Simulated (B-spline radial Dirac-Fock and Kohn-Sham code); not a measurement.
**Ru⁶⁺: input and output of one calculation**

ΔSCF core binding energies without Breit or QED terms, calculated with a radial B-spline solver. Keys: rel is the Hamiltonian (dirac, or spin-free x2c and nr, where L3 and M5 stand for the whole 2p and 3d shells), method is hf or an exchange,correlation pair (spin-unpolarised, also for the hole states), nuc the nuclear model, radius_factor scales its radius, rmax is the box in bohr, h the logarithmic mesh step, order the B-spline order, points the quadrature points per cell, c_factor scales the speed of light, and damp, ndamp, maxit and tol steer the iteration. The run stops when the commutator error falls below 10·tol·max(1, Z/10), or the numerical noise floor, and the energy has settled to about 1e-8 Ha; the virial ratio is −V/T.

Input (task.json):

```json
{"items": [{"Z": 44, "q": 6, "cfg": [[1, 0, 2], [2, 0, 2], [2, 1, 6], [3, 0, 2], [3, 1, 6], [3, 2, 10], [4, 0, 2], [4, 1, 6], [4, 2, 2]], "A": 102, "rrms": 4.4809, "do": "settings", "holes": ["K", "L3", "M5"],
  "settings": [{"rel": "dirac", "method": "hf", "nuc": "gauss", "radius_factor": 1.0, "rmax": 45.0, "h": 0.3, "order": 8, "points": 10, "c_factor": 1.0, "maxit": 60, "damp": 0.5, "ndamp": 3, "tol": 1e-08}]}]}
```

Command: `python xray2_run.py task.json out`

Ground-state iterations:

```
iter   energy (Ha)        error
   1    -4513.92784168  1.54e+00
   2    -4520.12828659  3.33e-01
   3    -4520.86420862  8.50e-02
   4    -4520.93275941  2.32e-02
   5    -4520.93964545  1.28e-02
   6    -4520.94066781  8.52e-04
   7    -4520.94067475  7.62e-05
   8    -4520.94067482  6.31e-06
   9    -4520.94067482  2.45e-07
```

The ground state converged in 9 iterations, with total energy -4520.94067 Ha, virial ratio 1.96069 and highest orbital energy -92.12 eV. ΔSCF binding energies: K (1s) 22287.9 eV, L3 (2p3/2) 2951.9 eV, M5 (3d5/2) 385.8 eV.
